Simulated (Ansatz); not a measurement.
The cluster K4H5⁻ (the lowest singlet isomer of a short search). The state is a singlet with charge -1. Geometry PBE0-D4/def2-SVPD, basis def2-TZVPD, Ansatz.

```
atom   x (Å)   y (Å)   z (Å)
  K1   0.676  -1.611   2.006
  K2  -0.093  -2.097  -1.645
  K3   0.090   2.089   1.642
  K4  -0.666   1.618  -2.009
  H5   0.559  -3.603   0.357
  H6  -0.564   3.604  -0.352
  H7   0.004  -0.001  -0.006
  H8   0.737   0.464   3.551
  H9  -0.742  -0.463  -3.545
```

| run | HOMO (eV) | LUMO (eV) |
| --- | --- | --- |
| A | -1.34 | 2.07 |
| B | -0.62 | 1.76 |
| C | -0.65 | 2.24 |
| D | -4.04 | 2.76 |
| E | -1.59 | 2.42 |
| F | -1.03 | 2.33 |

LC-ωPBE has ω = 0.4 bohr⁻¹. B3LYP takes the VWN-RPA correlation. The structure comes from a short search, and lower isomers may exist.

The runs used B3LYP, LC-ωPBE, LDA (SPW92), r2SCAN, r2SCAN0, r2SCANh. Estimate which is which.

A B3LYP (20 % exact exchange); B LDA (SPW92) (0 % exact exchange); C r2SCAN (0 % exact exchange); D LC-ωPBE (range-separated); E r2SCAN0 (25 % exact exchange); F r2SCANh (10 % exact exchange). Exact exchange lowers occupied and raises empty levels; among semilocal functionals meta-GGAs tend to open the gap a little, and such runs are hard to tell apart. The gap grows from 2.38 eV (LDA (SPW92)) to 6.80 eV (LC-ωPBE).
